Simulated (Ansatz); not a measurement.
Reaction (formal exchange of groups at a B–O bond): `COB(C)O[SiH3]` + `CC(C)(C)F` → `CB(F)O[SiH3]` + `COC(C)(C)C`

Computed with Ansatz on PBE0-D4/def2-TZVP structures; ΔE is electronic, products minus reactants. CBS: MP2 limit from def2 TZ/QZ plus the TZ coupled-cluster correction, frozen cores. Functionals use def2-TZVPP. B3LYP here is the variant with VWN-RPA as its local correlation; programs differ in this. Each species was taken in one conformer, which may not be the lowest.

(1) Is it downhill or uphill in electronic energy at CCSD(T)/CBS, and by how much? (Best estimate.)

(2) What do these levels give: PBE-D4, r2SCAN-D4, PBE0-D4, B3LYP-D4, ωB97X-V, r2SCAN, CCSD(T)/def2-TZVPP, HF/def2-QZVPP, MP2/def2-QZVPP, SCS-MP2/def2-QZVPP, HF/CBS(def2), CCSD/CBS(def2)? (An estimate is asked.)

Largest T1 diagnostic among the species: 0.012.

Results:

(1) The calculation gave: Downhill: ΔE = -8.5 kJ/mol.

(2) Ansatz gave: PBE-D4 -3.5, r2SCAN-D4 -4.2, PBE0-D4 -4.8, B3LYP-D4 -2.8, ωB97X-V -5.1, r2SCAN -3.7, CCSD(T)/def2-TZVPP -10.2, HF/def2-QZVPP -1.2, MP2/def2-QZVPP -13.5, SCS-MP2/def2-QZVPP -10.2, HF/CBS(def2) -1.2, CCSD/CBS(def2) -7.4 kJ/mol.

In def2-TZVPP, CCSD(T) changes the Hartree–Fock value by −8.9 kJ/mol (the triples alone add −1.0 kJ/mol) and MP2 by −13.2 kJ/mol.
